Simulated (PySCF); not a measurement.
Ligands exchanged one at a time, In CH3-NH2. Gas-phase values, no solvent. One relaxed conformer stands for each flexible species; it need not be the lowest. Strings in code marks are SMILES.

Computed with ωB97X-D3(BJ)/def2-TZVP // B3LYP-D3(BJ)/def2-TZVP (PySCF 2.14.0). All candidates: neutral, multiplicity 1. Delta-SCF ions had no search for a lower state. Excitations are Tamm–Dancoff values on a coarser integration grid. The basis has no diffuse functions, so Rydberg states are missing or too high.

The vertical ionisation energy (Delta-SCF) comes out as 9.13 eV and the S1 excitation (TDA) is 5.01 eV. The T1 excitation (TDA) is 4.81 eV.

Question: Which member has these values?
A. `[CH3][In]([NH2])[NH2]`
B. `[NH2][In]([NH2])[NH2]`
C. `[CH3][In]([CH3])[CH3]`
D. `[CH3][In]([CH3])[NH2]`

Answer: C, `[CH3][In]([CH3])[CH3]`. The others give `[NH2][In]([NH2])[NH2]`: 9.18 eV, 5.34 eV, 4.56 eV; `[CH3][In]([CH3])[NH2]`: 8.74 eV, 5.75 eV, 4.94 eV; `[CH3][In]([NH2])[NH2]`: 8.96 eV, 5.46 eV, 4.96 eV
